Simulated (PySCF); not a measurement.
PySCF input file for Si(Br)2(OH)2 (Br₂H₂O₂Si), SMILES O[Si](O)(Br)Br, B3LYP-D3(BJ)/def2-SVP. Geometry optimised at B3LYP-D3(BJ)/def2-SVP. The structure was generated by enumeration, and PubChem lists no compound with its InChIKey, so it may never have been made. The values are those of a single conformer.

```python
import numpy as np
from pyscf import gto, scf, dft, df
from pyscf.hessian import thermo

mol = gto.M(
    atom='''
    O    -0.07810017    1.37840954    1.58678866
    Si    0.00000001    0.00000000    0.68862102
    O     0.07810017   -1.37840954    1.58678866
    Br   -1.83450729    0.00575860   -0.55797605
    Br    1.83450728   -0.00575860   -0.55797605
    H     0.74048682    1.66239130    2.01450518
    H    -0.74048682   -1.66239130    2.01450519
    ''',
    basis='def2-SVP',
    charge=0,
    spin=0,
    max_memory=1600,
    verbose=3,
)
mf = dft.RKS(mol, xc='b3lyp').density_fit(auxbasis='def2-universal-jkfit')
mf.disp = 'd3bj'
mf.grids.level = 3
mf.conv_tol = 1e-11
mf.max_cycle = 100
mf.kernel()

# [left out here: the lines that compute and print the analytic Hessian (its translational invariance restored by hand, since the grid's response is missing), thermochemistry and intensities]
```

It prints:

```
converged SCF energy = -5588.89369610766

WARN: DFTD3 does not support analytical Hessian, using finite difference


WARN: Mole.unit (angstrom) is changed to Bohr

Mode                                 0                   1                   2
Irrep
Freq [cm^-1]                      101.3134            142.5498            173.3366
Reduced mass [au]                   5.8718              2.4945              1.1286
Force const [Dyne/A]                0.0355              0.0299              0.0200
Char temp [K]                     145.7674            205.0974            249.3928
Normal mode                   x     y     z       x     y     z       x     y     z
       0   O                 0.04  0.01 -0.06   -0.11 -0.01 -0.02    0.03 -0.03  0.03
       1  Si                -0.00 -0.00 -0.05    0.00  0.00 -0.03   -0.01 -0.01  0.00
       2   O                -0.04 -0.01 -0.06    0.11  0.01 -0.02    0.03 -0.03 -0.03
       3  Br                -0.06 -0.01  0.02   -0.03  0.02  0.01   -0.01  0.00 -0.01
       4  Br                 0.06  0.01  0.02    0.03 -0.02  0.01   -0.01  0.00  0.01
       5   H                 0.09  0.11 -0.23   -0.23 -0.18  0.32    0.20  0.32 -0.54
       6   H                -0.09 -0.11 -0.23    0.23  0.18  0.32    0.20  0.32  0.54
Mode                                 3                   4                   5
Irrep
Freq [cm^-1]                      232.6890            237.1054            251.1658
Reduced mass [au]                   1.9781             15.7215              5.1902
Force const [Dyne/A]                0.0631              0.5207              0.1929
Char temp [K]                     334.7876            341.1419            361.3717
Normal mode                   x     y     z       x     y     z       x     y     z
       0   O                 0.10 -0.02  0.04    0.00 -0.03 -0.13    0.13  0.01 -0.01
       1  Si                -0.00 -0.00 -0.01   -0.00 -0.11  0.00   -0.01  0.00  0.00
       2   O                -0.10  0.02  0.04    0.00 -0.03  0.13    0.13  0.01  0.01
       3  Br                -0.02 -0.02 -0.01    0.00  0.03  0.00   -0.03 -0.00 -0.03
       4  Br                 0.02  0.02 -0.01    0.00  0.03 -0.00   -0.03 -0.00  0.03
       5   H                 0.05 -0.34  0.35   -0.02 -0.05 -0.07    0.15 -0.21  0.11
       6   H                -0.05  0.34  0.35   -0.02 -0.05  0.07    0.15 -0.21 -0.11
Mode                                 6                   7                   8
Irrep
Freq [cm^-1]                      275.3599            412.7024            492.7286
Reduced mass [au]                   7.8495             12.3864              7.6656
Force const [Dyne/A]                0.3507              1.2430              1.0965
Char temp [K]                     396.1816            593.7868            708.9267
Normal mode                   x     y     z       x     y     z       x     y     z
       0   O                -0.03 -0.06  0.12    0.00  0.11 -0.02    0.01  0.01  0.01
       1  Si                -0.00 -0.00  0.03    0.00 -0.00  0.12   -0.16  0.00  0.00
       2   O                 0.03  0.06  0.12   -0.00 -0.11 -0.02    0.01  0.01 -0.01
       3  Br                -0.04  0.01 -0.03   -0.02 -0.00 -0.02    0.03 -0.00  0.01
       4  Br                 0.04 -0.01 -0.03    0.02  0.00 -0.02    0.03 -0.00 -0.01
       5   H                 0.04  0.14 -0.15   -0.05  0.07  0.11    0.12 -0.18 -0.07
       6   H                -0.04 -0.14 -0.15    0.05 -0.07  0.11    0.12 -0.18  0.07
Mode                                 9                  10                  11
Irrep
Freq [cm^-1]                      779.4012            830.6213            880.6647
Reduced mass [au]                   1.5311              1.4316              3.3159
Force const [Dyne/A]                0.5480              0.5819              1.5152
Char temp [K]                    1121.3848           1195.0791           1267.0804
Normal mode                   x     y     z       x     y     z       x     y     z
       0   O                 0.05 -0.08 -0.04   -0.06  0.05  0.02    0.02  0.09  0.07
       1  Si                 0.00  0.00  0.03    0.06 -0.03 -0.00   -0.00  0.00 -0.10
       2   O                -0.05  0.08 -0.04   -0.06  0.05 -0.02   -0.02 -0.09  0.07
       3  Br                -0.00 -0.00 -0.00   -0.00  0.00 -0.00    0.00 -0.00  0.00
       4  Br                 0.00  0.00 -0.00   -0.00  0.00  0.00   -0.00  0.00  0.00
       5   H                -0.29  0.42  0.23    0.28 -0.46 -0.23   -0.11  0.30  0.17
       6   H                 0.29 -0.42  0.23    0.28 -0.46  0.23    0.11 -0.30  0.17
Mode                                12                  13                  14
Irrep
Freq [cm^-1]                      977.7783           3852.7954           3855.3523
Reduced mass [au]                   6.4870              1.0667              1.0668
Force const [Dyne/A]                3.6541              9.3291              9.3424
Char temp [K]                    1406.8052           5543.3147           5546.9935
Normal mode                   x     y     z       x     y     z       x     y     z
       0   O                -0.01 -0.10 -0.06    0.04  0.01  0.02    0.04  0.01  0.02
       1  Si                 0.01  0.13  0.00    0.00 -0.00  0.00   -0.00  0.00 -0.00
       2   O                -0.01 -0.10  0.06    0.04  0.01 -0.02   -0.04 -0.01  0.02
       3  Br                -0.00 -0.00  0.00    0.00 -0.00  0.00   -0.00  0.00 -0.00
       4  Br                -0.00 -0.00 -0.00    0.00 -0.00 -0.00    0.00 -0.00 -0.00
       5   H                 0.05 -0.19 -0.12   -0.57 -0.21 -0.31   -0.57 -0.21 -0.31
       6   H                 0.05 -0.19  0.12   -0.57 -0.21  0.31    0.57  0.21 -0.31
temperature 298.1500 [K]
pressure 101325.00 [Pa]
Rotational constants [GHz] 2.32715 0.83466 0.73249
Symmetry number 2
Zero-point energy (ZPE) 0.03075 [Eh]   80721.398 [J/mol]
                           tot       elec      trans        rot        vib
Entropy [J/mol/K]       369.612      0.000    176.121    118.933     74.558
Cv [J/mol/K]             99.056      0.000     12.472     12.472     74.113
Cp [J/mol/K]            107.371      0.000     20.786     12.472     74.113
Internal energy [J/mol]                      3718.434   3718.434  93125.711
Internal energy [Eh]   -5588.85539  -5588.89370
Enthalpy [J/mol]                             6197.391   3718.434  93125.711
Enthalpy [Eh]          -5588.85445
Gibbs free energy [J/mol]                  -46313.119 -31741.490  70896.201
Gibbs free energy [Eh] -5588.89642
static polarisability / bohr^3: [[68.226  1.1   -0.   ]
 [ 1.1   43.203  0.   ]
 [ 0.    -0.    51.809]]
largest difference of analytic and finite-field dipole derivatives / e: 0.0007357539173171723
mode   freq/cm-1   IR/(km/mol)   Raman/(A^4/amu)   depolarisation
   1      101.31        17.418             2.838            0.707
   2      142.55        45.351             2.170            0.598
   3      173.34        52.101             0.048            0.750
   4      232.69        27.076             2.926            0.642
   5      237.11        11.077             1.778            0.750
   6      251.17        36.171             3.179            0.750
   7      275.36        35.338             3.083            0.119
   8      412.70        98.144             5.729            0.006
   9      492.73       192.760             0.888            0.750
  10      779.40       179.711             3.594            0.143
  11      830.62       387.224             0.371            0.750
  12      880.66        67.583             4.546            0.098
  13      977.78       100.367             2.194            0.750
  14     3852.80       153.170            87.698            0.750
  15     3855.35        85.428           138.855            0.121
max |gradient| / (hartree/bohr): 3.3460318799571765e-05
APT charges: [-0.9044  2.0888 -0.9044 -0.4679 -0.4679  0.3279  0.3279]
```

The run converged.
